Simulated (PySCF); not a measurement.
**Bond length, frequency and bond energy of SeBr by level of theory**

State: ²Π (doublet), unpaired electrons π ↑. Set-up: basis Se 6-31G(d,p), Br 6-31G(d,p); no relativity; PySCF 2.14. De refers to Se + Br in their high-spin ground configurations, without counterpoise correction. The functionals are run spin-unrestricted. A positive dipole means Se(−)Br(+). Levels whose curve was spin-contaminated or gave no clean fit are not listed.

```tsv
Level	Re (Å)	ωe (cm⁻¹)	De (eV)	μ (D)
UHF	2.291	337	0.80	-0.95
UHF-CCSD	2.307	317	1.80	n/a
UHF-CCSD(T)	2.313	312	1.91	n/a
PBE	2.300	319	2.78	-0.07
PBEsol	2.279	331	3.05	0.01
PW91	2.301	319	2.81	-0.06
r²SCAN	2.285	328	2.57	-0.20
PBE0	2.275	335	2.48	-0.29
LC-ωPBE	2.253	353	2.16	-0.49
B2PLYP	2.297	324	2.23	-0.63
```

The bond length runs from 2.253 Å (LC-ωPBE) to 2.313 Å (UHF-CCSD(T)). De spans 0.80 eV (UHF, mean field) to 3.05 eV (PBEsol, GGA). Correlation at CCSD(T) changes the Hartree–Fock bond energy by +1.11 eV; the triples alone change it by +0.11 eV.

Correlated steps freeze 18 core orbitals. Correlated levels converge slowly with the basis: in double zeta they bind strong bonds too weakly, by up to about 1 eV, and carry superposition errors of some tenths. Spin–orbit coupling is left out. B2PLYP dipoles, levels and charges come from its SCF part alone. The state was picked by a PBE0 search and need not be the measured ground state.
